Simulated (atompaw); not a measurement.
# K: one change to a PAW (atompaw) potential, before and after

potassium, PAW, made with atompaw 4.2.0.5 (PBE, scalar-relativistic). Core [Ne] 3s2, reference 3p6 3d0.5 4s0.5 4p0. Waves: 4s (bound): rc 3.00 bohr; 4s channel at 1.6 Ry: rc 3.00 bohr; 3p (bound): rc 2.20 bohr; 4p (bound, empty): rc 3.00 bohr; 3d (bound): rc 3.00 bohr; 3d channel at 2.55 Ry: rc 3.00 bohr. Local part: troulliermartins scheme with l = 3 at 0 Ry, radius 2.10 bohr. Core correction: smooth core density matched at 2.20 bohr. Augmentation charge: besselshape compensation charge, radius 2.80 bohr; PAW radius 3.00 bohr; waves and projectors: custom polynom vanderbiltortho.

Change: all radii scaled by about 0.91 (s 2.74, p 2.02, d 2.74 bohr); local potential troulliermartins scheme with l = 3 at 0 Ry, radius 1.92 bohr; augmentation besselshape compensation charge, radius 2.56 bohr; PAW radius 2.74 bohr; waves and projectors: custom polynom vanderbiltortho; core correction smooth core density matched at 2.02 bohr.

Cutoffs: the cutoffs (Ry, on a coarse ladder) from which the occupation-weighted sum of valence levels, in a spherical-Bessel basis at the reference potential, stays within 10 and 1 mRy of its value at 400 Ry; they do not see the model core or the augmentation charge, which bear on the density cutoff.

Q: What does the change do?

A: The potential gets harder (15 Ry and 30 Ry → 18 Ry and 35 Ry); both files keep a bound ghost (s). A smaller radius makes the pseudo-wave follow the all-electron one further in, where it bends more sharply, so more plane waves are needed.

```csv
quantity,base,changed
"cutoff, loose",15 Ry,18 Ry
"cutoff, tight",30 Ry,35 Ry
loose cutoff by channel (10 mRy a level),"s 6 Ry, p 12 Ry, d 6 Ry","s 6 Ry, p 15 Ry, d 6 Ry"
bound ghosts,s,s
lowest overlap eigenvalue by channel,"s 0.28, p 0.62, d 0.88","s 0.46, p 0.58, d 0.89"
```

 A true bound ghost makes a file unfit for plane-wave use even where its test errors are small: the radial tests pick states by their node count and pass the ghost by. The cutoffs see the waves, projectors and local potential, not the compensation charge or the core.
